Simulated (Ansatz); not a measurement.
`[SH][Zr]([Cl])([Cl])[Cl]`. Charge 0, multiplicity 1. Zr: def2 effective core potential. The structure was optimised at the PBE0-D4/def2-TZVP level. It is one conformer, not always the lowest.

```xyz
6

S    -1.920   -0.378    0.288
Zr    0.339    0.250   -0.276
Cl    0.167    1.709   -2.066
Cl    1.329    1.240    1.579
Cl    1.540   -1.666   -0.813
H    -1.455   -1.155    1.289
```

What is the dipole moment at ωB97M-V/def2-TZVPP? (Estimate.)

Computed: 0.60 D, with components (-0.18, -0.36, 0.44) D in this frame, pointing from negative to positive charge.

And with PBE, r2SCAN, B3LYP? (Best estimate.)

Computed: PBE 0.63 D, r2SCAN 0.67 D, B3LYP 0.64 D.

Give the Mulliken charges with ωB97M-V, r2SCAN, PBE in def2-TZVPP. (Best estimate.)

The calculation gave: 
| atom | ωB97M-V | r2SCAN | PBE |
| --- | --- | --- | --- |
| S1 | -0.25 | -0.29 | -0.27 |
| Zr2 | 0.77 | 0.94 | 0.83 |
| Cl3 | -0.21 | -0.25 | -0.22 |
| Cl4 | -0.22 | -0.26 | -0.23 |
| Cl5 | -0.22 | -0.26 | -0.23 |
| H6 | 0.14 | 0.12 | 0.13 |

B3LYP here is the variant with VWN-RPA as its local correlation; programs differ in this.
